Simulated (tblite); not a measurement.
C4H10FNSi3.
Geometry (GFN2-xTB, Å), atoms numbered from 1 in this order:
```xyz
19
C4H10FNSi3 angstrom
N      2.7297    1.9469    1.2556
C      2.0550    1.1912    0.7107
C      1.2659    0.2390    0.0531
Si     2.1666   -1.3762   -0.3643
C     -0.0209    0.5468   -0.2313
C     -0.9345   -0.4269   -0.8679
Si    -1.9831   -1.3315    0.4609
Si    -0.6959    2.2563    0.2236
F     -2.2295    2.2680   -0.2897
H      1.4861   -2.4969    0.2905
H      3.5438   -1.2674    0.1085
H      2.1423   -1.5556   -1.8198
H     -0.3801   -1.1708   -1.4425
H     -1.6228    0.0850   -1.5407
H     -1.0742   -1.9602    1.4225
H     -2.8467   -0.3704    1.1421
H     -2.7788   -2.3446   -0.2351
H     -0.7834    2.4672    1.6587
H     -0.0492    3.3093   -0.5423
```

Method: GFN2-xTB as coded in tblite; computed harmonic values from a numerical Hessian at the method's own geometry, unscaled. This tight-binding method is rough: wavenumbers can miss measured ones by several per cent, in bad cases by 10 to 20. Modes of hydrogen on silicon can be 10 to 20 % off. One conformer, not necessarily the lowest.

Harmonic wavenumbers (cm⁻¹): 42.2, 64.4, 72.6, 91.3, 101.9, 103.6, 116.2, 144.2, 203.0, 206.9, 258.2, 347.4, 382.5, 479.7, 482.9, 506.7, 510.2, 538.5, 542.5, 579.0, 592.2, 627.5, 699.1, 725.9, 738.5, 747.4, 759.0, 770.9, 778.5, 781.8, 792.4, 800.4, 808.1, 833.4, 1091.8, 1143.8, 1169.0, 1210.3, 1455.6, 1567.6, 2238.8, 2246.6, 2263.8, 2267.3, 2299.0, 2303.8, 2337.1, 2343.9, 2356.3, 2966.8, 2985.0.

A = 1054, B = 786.0, C = 500.3 MHz; mass 175.011 u (most abundant isotopes); point group C1, symmetry number 1.

Question: Zero-point energy?

Answer: Half the sum of the wavenumbers: 25238 cm⁻¹ = 72.16 kcal/mol.

Question: Give the ideal-gas entropy at 350 K and 1 bar in the rigid-rotor, harmonic-oscillator model (classical rotation).

Answer: Translation 42.21, rotation 31.51, vibration 53.71: S = 127.4 cal/(mol K).

Question: And Cp and H(350 K) − H(0)?

Answer: Cp = 57.60 cal/(mol K), of which vibrations give 49.65 (their classical limit is 51 R = 101.3); H(350 K) − H(0) = 12.26 kcal/mol without the zero-point energy, 9.48 from vibrations.

Question: How do the functions run with temperature in this model?

Answer: 
```
 T (K)  S (cal/(mol K))  Cp (cal/(mol K))  H − H(0) (kcal/mol)  G − H(0) (kcal/mol)  ln q(vib)
   150             90.2              32.1                 3.12               -10.42       5.24
   250            110.0              46.2                 7.04               -20.45       9.41
298.15            118.6              52.1                 9.41               -25.96      11.35
   400            135.4              62.1                15.26               -38.91      15.32
   600            163.3              75.2                29.09               -68.88      22.52
   900            196.3              87.2                53.61              -123.02      31.91
```

q(vib) and H(0) count from the zero-point level.

Question: Blend soft modes into free rotors: weight 1/[1 + (100 cm⁻¹/ν̃)⁴] for the oscillator and the rest for a rotor with moment μB/(μ + B), μ = h/(8π²ν), B = 10⁻⁴⁴ kg m². What vibrational entropy results?

Answer: 48.84 cal/(mol K) in place of 53.71, which changes −T·S at 350 K by +1.70 kcal/mol.

Question: Which modes carry the vibrational entropy at 350 K?

Answer: 42.2 cm⁻¹: 5.47; 64.4 cm⁻¹: 4.63; 72.6 cm⁻¹: 4.40; 91.3 cm⁻¹: 3.95; 101.9 cm⁻¹: 3.73; 103.6 cm⁻¹: 3.70 cal/(mol K); the other 45 give 27.83 together.

Question: What must be added to the electronic energy to get the Gibbs energy at 350 K and 1 bar?

Answer: ZPE + [H(350 K) − H(0)] − T·S = 72.16 + 12.26 − 44.60 = 39.82 kcal/mol.

Hindered rotation and anharmonicity are outside this model. Other conformers, if any are populated, would add a mixing term that is left out. The structure is chiral; the term R ln 2 for an equal mix with its mirror image is left out.
